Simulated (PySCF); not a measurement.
## Radial density of Sb²⁺ (antimony, charge +2)

TPSSh, [Kr] 4d10 5s2 5p1, 2P determinant. Calculation: PySCF 2.14, in aug-cc-pVTZ-DK3 (8s7p5d2f, 68 functions); scalar relativity by spin-free X2C-1e.

| r (bohr) | 4πr²ρ (e/bohr) | 4πr²(ρα − ρβ) |
| --- | --- | --- |
| 0.0297 | 60.00 | 0.0076 |
| 0.0499 | 61.46 | 0.0177 |
| 0.0840 | 84.49 | 0.0114 |
| 0.141 | 63.09 | -0.0043 |
| 0.238 | 69.21 | 0.0351 |
| 0.400 | 37.58 | 0.0007 |
| 0.672 | 24.16 | 0.0834 |
| 1.13 | 14.09 | 0.0040 |
| 1.90 | 3.062 | 0.4970 |
| 3.20 | 0.5680 | 0.2685 |
| 5.38 | 0.01166 | 0.0088 |

Densities and radii are taken from the X2C orbitals without a picture-change correction, which distorts them close to the nucleus.

(1) Where is the radial spin density 4πr²(ρα − ρβ) most negative, and why is it negative at all?

## Answers

(1) Around r = 0.141 bohr, down to -0.0043 e/bohr: exchange with the open shell polarises the paired shells in an unrestricted calculation.
